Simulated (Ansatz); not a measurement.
Species: C3H7NOSi, SMILES `CO[SiH2]CC#N` (charge 0, multiplicity 1).

Q: Give a relaxed geometry from B3LYP-D3(BJ)/def2-SVP in Ansatz (a program for electronic structure).

A: This is not unique; one that fits is the end point of this relaxation, one of several conformers (outside a Z-matrix the atoms follow the SMILES, hydrogens last).
Bonded distances (Å): C1–O2 1.411, C1–H7 1.101, C1–H8 1.106, C1–H9 1.106, O2–Si3 1.662, Si3–C4 1.899, Si3–H10 1.491, Si3–H11 1.491, C4–C5 1.453, C4–H12 1.103, C4–H13 1.103, C5–N6 1.160. Bond angles (°): O2–C1–H7 108.6, O2–C1–H8 111.8, O2–C1–H9 111.8, H7–C1–H8 108.1, H7–C1–H9 108.1, H8–C1–H9 108.2, C1–O2–Si3 125.9, O2–Si3–C4 103.9, O2–Si3–H10 111.7, O2–Si3–H11 111.7, C4–Si3–H10 109.9, C4–Si3–H11 109.9, H10–Si3–H11 109.7, Si3–C4–C5 112.1, Si3–C4–H12 108.6, Si3–C4–H13 108.6, C5–C4–H12 110.1, C5–C4–H13 110.1, H12–C4–H13 107.3, C4–C5–N6 177.4.
